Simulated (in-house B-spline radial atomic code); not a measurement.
# LDA VWN5 excitations of C III (C2+)

Method: LDA VWN5. Computed with a B-spline radial code for spherical atoms: linear response of the closed shell [He] 2s2 with the functional's adiabatic kernel; scalar-relativistic (spin-free one-electron X2C), finite nucleus, no spin-orbit coupling, no double excitations, S, P, D and F terms only.

Command:
```bash
python run_td.py task.json out
```
Settings (radii: box in bohr, nucleus in fm):
```
Z                        6
electrons                4
configuration            [He] 2s2
hamiltonian              x2c
method                   lda,vwn
box_radius               29.48
rms_radius               2.4702
intervals                75
```

Run time, properties included: 0.3 s on 1 thread of Arm Neoverse N1 (shared host).

The lowest states, in the order of their Tamm-Dancoff energies; the method's threshold (minus the highest occupied level) is 40.17 eV. Labels give the largest channel, * marks a mixed state, and oscillator strengths are full-response dipole values. Semilocal kernels can invert the small singlet-triplet splittings of Rydberg terms. Energies in eV:

```
     state  full response  Tamm-Dancoff  oscillator strength
2s → 2p 3P          5.566         6.037                    -
2s → 2p 1P         11.772        12.534                0.723
2s → 3s 3S         28.024        28.032                    -
2s → 3s 1S         28.893        28.916                    -
2s → 3p 3P          30.06         30.07                    -
2s → 3p 1P          30.19         30.20                0.216
2s → 3d 3D          31.53         31.54                    -
2s → 3d 1D          31.73         31.74                    -
2s → 4s 3S          34.79         34.79                    -
2s → 4s 1S          35.01         35.02                    -
2s → 4p 3P          35.45         35.45                    -
2s → 4p 1P              ?             ?                    ?
2s → 4d 3D          36.00         36.00                    -
2s → 4d 1D              ?             ?                    -
```

(1) Where does 2s → 4p 1P lie?

(2) Where does 2s → 4d 1D lie?

(3) How large is the singlet-triplet splitting of 2s → 2p (P terms) in Tamm-Dancoff?

(4) What polarisabilities and dispersion coefficient does the method give?

## Answers

(1) At 35.49 eV in full response, 35.49 eV in Tamm-Dancoff, oscillator strength 0.0564.

(2) At 36.08 eV in full response, 36.08 eV in Tamm-Dancoff.

(3) 6.5 eV, from the unrounded values.

(4) Dipole 4.249 bohr³, quadrupole 5.469 bohr⁵, C6 6.504 hartree·bohr⁶ for two such species.
